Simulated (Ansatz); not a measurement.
**What each rung costs, and what it gives**

Saddle point of GeSiH₃F₃, closed shell (GeSiH₃F₃ ([F][Si]([F])([F])[GeH3]) → GeH₃F ([F][GeH3]) + SiF₂; bonds formed: Ge1–F3; bonds broken: Ge1–Si2, Si2–F3), PBE0-D4/def2-TZVP structure:

```
8
angstrom
Ge 0.0921 -0.7412 1.0676
Si -0.4255 1.1239 -0.8852
F 0.5964 -0.4342 -0.7727
F -1.2189 0.7213 -2.2188
F 0.7433 2.0624 -1.4537
H -1.3927 -1.0644 1.1969
H 0.6439 0.3378 1.9937
H 0.9615 -2.0055 1.0721
```

Barriers are electronic and count from the start structure reached by relaxing down the imaginary mode.

Ansatz 0.2.0; basis: as named in each row; cores frozen in the correlated methods. Filled d shells of the heavier atoms are correlated. The def2 sets are not built for correlating such inner shells, so the correlated values are less sure here. B3LYP uses VWN-RPA correlation. Extrapolation: Hartree–Fock as exp(−7.88 √X), correlation as X^−2.97.

Times are rough, for one single point on 8 threads of a shared host (Arm Neoverse V1).

The estimate by CCSD(T) at an estimated basis limit (MP2 extrapolated from triple and quadruple zeta, plus CCSD(T) − MP2 in triple zeta) is 62.71 kcal/mol.

| method | basis | time (s) | barrier (kcal/mol) | method less estimate |
| --- | --- | --- | --- | --- |
| HF | STO-3G | under 1 | 58.04 | -4.67 |
| SPW92 | def2-SVP | under 1 | 49.65 | -13.05 |
| PBE-D4 | STO-3G | under 1 | 36.86 | -25.85 |
| PBE-D4 | def2-SVP | under 1 | 49.01 | -13.70 |
| B3LYP-D4 | 6-31G | under 1 | 29.79 | -32.92 |
| SPW92 | def2-TZVPP | under 1 | 55.24 | -7.46 |
| PBE0-D4 | def2-SVP | under 1 | 54.40 | -8.31 |
| PBE-D4 | def2-TZVPP | 1 | 54.64 | -8.07 |
| BLYP-D4 | def2-TZVPP | 1 | 53.71 | -9.00 |
| B3LYP-D4 | def2-TZVPP | 1 | 58.28 | -4.43 |
| BHLYP-D4 | def2-TZVPP | 2 | 63.43 | 0.73 |
| PBE0-D4 | def2-TZVPP | 2 | 60.14 | -2.57 |
| CAM-B3LYP-D4 | def2-TZVPP | 2 | 60.25 | -2.46 |
| r2SCAN-D4 | def2-TZVPP | 2 | 60.58 | -2.13 |
| RPA on PBE | def2-TZVPP | 3 | 58.92 | -3.78 |
| r2SCAN0-D4 | def2-TZVPP | 3 | 63.66 | 0.95 |
| wB97M-V | def2-SVP | 3 | 51.54 | -11.17 |
| B2PLYP | def2-TZVPP | 3 | 60.32 | -2.39 |
| PBE-QIDH | def2-TZVPP | 3 | 64.06 | 1.36 |
| wB97X-V | def2-TZVPP | 4 | 60.89 | -1.82 |
| B97M-V | def2-TZVPP | 4 | 59.54 | -3.17 |
| CCSD(T) | def2-SVP | 4 | 55.64 | -7.07 |
| wB97M-V | def2-TZVPP | 5 | 57.28 | -5.43 |
| MP2 | def2-QZVPP | 11 | 63.88 | 1.17 |
| CCSD(T) | def2-TZVPP | 110 | 62.04 | -0.67 |

All methods are single points on the PBE0-D4 structures.

T1 diagnostic: at most 0.014.

Losses and insertions of silylenes and their heavier kin drive the gas-phase chemistry of silicon and germanium vapour deposition.

Labels in which every atom is bracketed show which atoms are joined, not bond orders.
